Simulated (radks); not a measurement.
The numbers below are computed, except where a source is named.
Q: These are the eigenvalues of the occupied orbitals of an atom or ion with whole-number occupations (hartree). Code: a radial shooting solver on a logarithmic mesh with Libxc functionals. Model: non-relativistic Kohn-Sham, LB94 model potential, spin-polarised, spherical densities, point nucleus.

orbital  eigenvalue
1s        -1656.304
2s        -289.0219
2p        -276.3586
3s        -86.99674
3p        -81.38590
3d        -71.02761
4s        -37.97914
4p        -35.69664

Which element is it, and in what charge state? The configuration may be excited. Open shells, if any, are filled with parallel spins first.

A: Z = 62, samarium, charge +26: Sm26+ in [Kr]. The list shows which subshells hold electrons but not how many an open one holds; the 1s level, -1656.3 hartree, gives Z - s = 57.6 by -(Z - s)^2/2, which with screening narrows Z to a few neighbours, and the depths of the outer levels then fix element, charge and occupations together.
